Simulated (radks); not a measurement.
Values are calculated unless marked as measured or tabulated.
Task: Valence configurations of W III (all share [Xe]). Level of theory: scalar-relativistic Kohn-Sham, PBEsol, spin-polarised, spherical densities, finite nucleus; open shells are filled with parallel spins first (spin-orbit coupling, left out, can overturn this in heavy ions); Fermi nuclear charge, rms radius 5.3658 fm (a radial shooting solver on a logarithmic mesh with Libxc functionals). Order these by energy: 4f13 5d3 6p2; 4f13 5d5; 4f13 5d4 6s1; 4f14 5d3 6p1; 4f13 5d4 6p1; 4f14 5d3.5 6p0.5; 4f14 5d3 6s1; 4f12 5d6; 4f14 5d4; 4f12 5d4 6p2.

Result: From the lowest, in eV above it: 4f14 5d4 0.000; 4f14 5d3 6s1 1.264; 4f14 5d3.5 6p0.5 3.969; 4f14 5d3 6p1 8.282; 4f13 5d5 31.355; 4f13 5d4 6s1 33.814; 4f13 5d4 6p1 41.120; 4f13 5d3 6p2 52.481; 4f12 5d6 73.529; 4f12 5d4 6p2 94.084. NIST lists [Xe] 4f14 5d4 as the ground configuration; this level of theory agrees among the configurations tried. The energies are those of spherical high-spin densities, not of single terms.
